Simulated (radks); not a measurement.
Q: Cs14+, configuration [Kr] 4d5. All-electron calculation, scalar-relativistic Kohn-Sham, LDA (Slater exchange, Perdew-Wang correlation), spin-polarised, spherical densities, point nucleus; open shells are filled with parallel spins first (spin-orbit coupling, left out, can overturn this in heavy ions). Program: a radial shooting solver on a logarithmic mesh with Libxc functionals. Some entries of the table are withheld. Estimate them.

orbital  occ.  eigenvalue (Ry)  <r^2> (bohr^2)
1s up       1        -2650.758       0.0009265
1s down     1        -2650.752       0.0009264
2s up       1        -434.7107         0.01485
2s down     1        -434.5311         0.01484
2p up       3        -392.4664         0.01177
2p down     3        -392.3212         0.01177
3s up       1        -107.2951          0.1019
3s down     1        -107.1714          0.1017
3p up       3        -93.70591          0.1017
3p down     3        -93.57363          0.1015
3d up       5        -73.80951         0.08739
3d down     5        -73.63882         0.08722
4s up       1              (1)          0.5006
4s down     1              (2)          0.5011
4p up       3              (3)          0.5506
4p down     3              (4)          0.5522
4d up       5        -24.94386             (5)
4d down     0        -24.43284             (6)

A: 
(1) 4s up eigenvalue (Ry): -36.26992
(2) 4s down eigenvalue (Ry): -35.74397
(3) 4p up eigenvalue (Ry): -31.69383
(4) 4p down eigenvalue (Ry): -31.17146
(5) 4d up <r^2> (bohr^2): 0.6309
(6) 4d down <r^2> (bohr^2): 0.6356
